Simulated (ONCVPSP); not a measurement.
## Reading a pseudo-wave (Mo (Z = 42))

Columns: radius, all-electron u(r) and pseudo u(r) of the 4d shell (level -2.31 eV) of molybdenum in the configuration [Ar] 3d10 4s2 4p6 4d6; PBE, scalar-relativistic, ONCV scheme, ONCVPSP 4.0.1.

| r (bohr) | all-electron | pseudo |
| --- | --- | --- |
| 0.098 | -0.1134 | 0.0017 |
| 0.195 | -0.2852 | 0.0130 |
| 0.292 | -0.3168 | 0.0412 |
| 0.390 | -0.2237 | 0.0908 |
| 0.488 | -0.0688 | 0.1607 |
| 0.585 | 0.0987 | 0.2455 |
| 0.682 | 0.2549 | 0.3385 |
| 0.780 | 0.3896 | 0.4323 |
| 0.878 | 0.4978 | 0.5182 |
| 0.975 | 0.5788 | 0.5894 |
| 1.072 | 0.6365 | 0.6440 |
| 1.170 | 0.6748 | 0.6816 |
| 1.268 | 0.6967 | 0.7031 |
| 1.365 | 0.7058 | 0.7111 |
| 1.463 | 0.7053 | 0.7091 |
| 1.560 | 0.6977 | 0.7000 |
| 1.658 | 0.6848 | 0.6858 |
| 1.755 | 0.6684 | 0.6687 |
| 1.852 | 0.6495 | 0.6495 |
| 1.950 | 0.6288 | 0.6288 |
| 2.047 | 0.6074 | 0.6073 |
| 2.145 | 0.5853 | 0.5853 |
| 2.242 | 0.5634 | 0.5633 |
| 2.340 | 0.5414 | 0.5414 |
| 2.438 | 0.5198 | 0.5198 |
| 2.535 | 0.4990 | 0.4990 |

(1) How many radial nodes do the two functions have?

(2) At about which radius was the pseudo-wave matched?

(3) Is the pseudo-wave norm-conserving?

Answers

(1) The all-electron 4d function has n − l − 1 = 1; the pseudo-wave has 0, since the states of the same l below it are removed with the core.

(2) 1.95 bohr. The columns agree to 0.0005 from 1.75 bohr on; several derivatives are matched, so the curves merge somewhat inside the radius.

(3) Yes: the ONCV scheme keeps the norm inside the radius equal to the all-electron one, which fixes the energy derivative of the logarithmic derivative at the level.
